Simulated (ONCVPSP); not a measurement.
# Logarithmic derivatives: Be (Z = 4), ONCV

| Item | Value |
| --- | --- |
| Element | Be |
| Generator | ONCVPSP 4.0.1 |
| Type | optimised norm-conserving Vanderbilt (ONCV) |
| Functional | LDA (Perdew-Wang 92) |
| Relativity | scalar-relativistic |
| Frozen core | [He] |
| Valence charge | 2 |
| Reference configuration | 2s1.75 (charge +0.25) |
| Partial waves | 2s: rc 1.80 bohr, ncon 4, nbas 7, qcut 2.8 1/bohr, 2 projectors, debl 1.6 Ha; p scattering state at 0.06 Ha: rc 1.50 bohr, ncon 5, nbas 10, qcut 5.8 1/bohr, 2 projectors, debl 2.8 Ha |
| Local potential | polynomial inside 0.95 bohr (lpopt 2, dvloc0 6 Ha) |
| Core correction | Teter function, fcfact 4.75, rcfact 1.4 |

In the p channel the program set the typed energies aside and used 0.050, 2.850 Ha.

The phase is arctan(r·R′/R) of the radial function R(r), unwrapped; energies in Ha, scanned from -2 to 5 Ha. A pole is an energy at which the radial function vanishes at the test radius. The pseudo phase is shifted by a multiple of π to meet the all-electron one at the reference energy, and phase errors are pseudo minus all-electron; the curves can meet again beyond the range given. Levels narrower than the energy grid can be missing from the lists of poles.

| channel | radius (bohr) | reference energy (Ha) | poles, all-electron | poles, pseudo | unbroken range about the reference energy with phases within 0.05 rad | phase error 1 Ha above the reference energy (rad) |
| --- | --- | --- | --- | --- | --- | --- |
| s | 1.82 | -0.27 | 1.57 | 1.57 | below 3.4 | -0.000 |
| p | 1.52 | 0.05 | 1.91 | 1.91 | the whole range | +0.000 |

Phases in the s channel:

```csv
E (Ha),all-electron,pseudo
-1.98,1.095,1.093
-1.62,0.990,0.988
-1.26,0.809,0.807
-0.90,0.460,0.459
-0.54,-0.169,-0.169
-0.18,-0.794,-0.794
0.18,-1.140,-1.141
0.54,-1.324,-1.324
0.90,-1.437,-1.437
1.26,-1.516,-1.516
1.62,-1.580,-1.580
1.98,-1.638,-1.638
2.34,-1.698,-1.700
2.70,-1.770,-1.775
3.06,-1.871,-1.884
3.42,-2.044,-2.087
3.78,-2.420,-2.594
4.14,-3.256,-3.602
4.50,-3.977,-4.168
4.86,-4.276,-4.386
```
